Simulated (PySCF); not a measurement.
# Atomic charges against the basis set

Species: C₄H₈OSi.
Structure used (PBE0-D3(BJ)/def2-SVP), in Å, numbered top down from 1:
```
atom  x, y, z in Å
C1     2.2394    0.8296    0.1745
C2     1.1431    0.1476    0.4612
C3     0.4529   -1.1453    0.5458
C4    -0.2665    0.1708    0.8385
O5    -1.1983    0.6749   -0.0561
Si6   -2.7759    0.1230   -0.0967
H7     2.2475    1.9226    0.2125
H8     3.1649    0.3236   -0.1161
H9     0.6547   -1.8298    1.3781
H10    0.2094   -1.6403   -0.4018
H11   -0.5002    0.3677    1.8963
H12   -3.4245    0.2938    1.2411
H13   -2.8287   -1.3243   -0.4697
H14   -3.4747    0.9448   -1.1196
```

PBE0 throughout (PySCF), one geometry, spherical d and f functions. The structure is a single PBE0-D3(BJ)/def2-SVP conformer in the gas phase; no vibrational or solvent corrections. The first 7 of 12 kinds of atom are listed.

Mulliken charges (e):

| basis | functions | C1 | C2 | C3 | C4 | O5 | Si6 | H7 |
| --- | --- | --- | --- | --- | --- | --- | --- | --- |
| pcSseg-0 | 74 | -0.388 | -0.177 | -0.421 | +0.068 | -0.820 | +0.774 | +0.230 |
| 6-31G* | 104 | -0.477 | +0.174 | -0.447 | +0.066 | -0.577 | +0.569 | +0.181 |
| cc-pVDZ | 128 | -0.058 | -0.102 | -0.053 | +0.111 | -0.409 | +0.428 | +0.049 |
| def2-SVP | 128 | -0.076 | -0.085 | -0.067 | +0.108 | -0.469 | +0.548 | +0.051 |
| aug-cc-pVDZ | 214 | +0.545 | +0.150 | +0.588 | +1.187 | -1.019 | -0.264 | -0.392 |
| 6-311+G(2d,p) | 218 | -0.779 | +0.509 | -0.362 | +0.053 | -0.547 | +0.650 | +0.130 |
| def2-TZVP | 240 | -0.252 | -0.066 | -0.197 | +0.034 | -0.338 | +0.295 | +0.136 |
| cc-pVTZ | 296 | -0.253 | +0.029 | -0.262 | +0.090 | -0.320 | +0.272 | +0.123 |
| IGLO-III | 299 | -0.305 | +0.106 | -0.254 | +0.033 | -0.515 | +0.922 | +0.116 |

IAO charges (e):

```tsv
basis	functions	C1	C2	C3	C4	O5	Si6	H7
pcSseg-0	74	-0.292	-0.011	-0.337	+0.030	-0.569	+0.683	+0.157
6-31G*	104	-0.302	+0.002	-0.327	+0.058	-0.609	+0.827	+0.155
cc-pVDZ	128	-0.310	+0.004	-0.330	+0.057	-0.604	+0.816	+0.156
def2-SVP	128	-0.300	+0.003	-0.320	+0.059	-0.605	+0.835	+0.152
aug-cc-pVDZ	214	-0.321	+0.005	-0.337	+0.055	-0.617	+0.819	+0.161
6-311+G(2d,p)	218	-0.321	+0.005	-0.338	+0.054	-0.626	+0.854	+0.161
def2-TZVP	240	-0.320	+0.004	-0.338	+0.056	-0.627	+0.865	+0.160
cc-pVTZ	296	-0.320	+0.004	-0.339	+0.056	-0.622	+0.850	+0.160
IGLO-III	299	-0.323	+0.004	-0.338	+0.055	-0.628	+0.863	+0.161
```

Q: Which scheme is steadiest as the basis changes?

A: Largest range over the bases for any column: IAO 0.18 e, Mulliken 1.32 e. IAO charges move least and Mulliken charges most, counted in e.

Q: How much do the charges still move between the two largest bases, cc-pVTZ and IGLO-III?

A: At most, over all atoms: Mulliken 0.650 e, IAO 0.013 e.

Q: What do the same runs give for the total energy, the frontier levels and the dipole moment?

A: 
```
        basis  energy (Eh)  HOMO (eV)  LUMO (eV)  μ (D)
     pcSseg-0    -520.6053      -7.60      -0.16   1.32
       6-31G*    -521.4766      -7.33       0.05   1.07
      cc-pVDZ    -521.5075      -7.44      -0.12   0.99
     def2-SVP    -521.2428      -7.53      -0.16   1.03
  aug-cc-pVDZ    -521.5242      -7.56      -0.52   1.01
6-311+G(2d,p)    -521.5787      -7.59      -0.51   1.06
    def2-TZVP    -521.6027      -7.57      -0.38   1.00
      cc-pVTZ    -521.5962      -7.55      -0.32   0.98
     IGLO-III    -521.6063      -7.58      -0.44   1.01
```

The dipole is fixed by the density alone, so its range of 0.34 D shows that the density itself changes with the basis, not only its division among atoms.
